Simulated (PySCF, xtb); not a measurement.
C3H5BN2O, SMILES CB(O)/C=N\C#N.

GFN2-xTB (xtb) at its own geometry gives an orbital gap of 2.01 eV and a dipole moment of 5.57 D.

Geometry: PBE0-D3(BJ)/def2-SVP. The structure was generated by enumeration; whether it is a known compound was not checked. Other conformers were not sampled.

Q: What does PySCF with PBE/def2-TZVP give? (The exact figures need the calculation; the answer reports its results.)

A: gap 2.59 eV (levels -6.56 and -3.97 eV), dipole 4.68 D.
